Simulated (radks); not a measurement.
Exchange energies: the exact (Fock) value of the Kohn-Sham orbitals and density-functional approximations, as 100 (|E| - |E exact|)/|E exact|, negative where the magnitude is too small. Species: Zr4+ [Kr]; Ho21+ [Kr] 4d10; Yb [Xe] 4f14 6s2. Method: non-relativistic Kohn-Sham, exchange-only LDA, spin-polarised, spherical densities, point nucleus; computed with a radial shooting solver on a logarithmic mesh with Libxc functionals. Every spin shell is full or empty, so the densities are truly spherical. Functionals are evaluated on that one density, not self-consistently.

functional,Zr4+,Ho21+,Yb
exact (hartree),-109.327,-234.578,-275.620
LDA,-5.37,-4.59,-3.78
B88,+0.03,-0.02,+0.36
PBE,-0.45,-0.47,-0.06
revPBE,-0.28,-0.32,+0.03
PW91,-0.02,-0.07,+0.34
PW86,-0.07,-0.36,-0.04
SOGGA,-2.50,-2.19,-1.63
B86b,+0.01,-0.08,+0.30
EV93,-0.14,-0.36,-0.18
APBE,+0.36,+0.21,+0.57
TPSS,-0.19,-0.40,-0.12
revTPSS,-0.87,-0.97,-0.64
r2SCAN,-0.06,-0.17,+0.05
MS2,-0.49,-0.67,-0.39
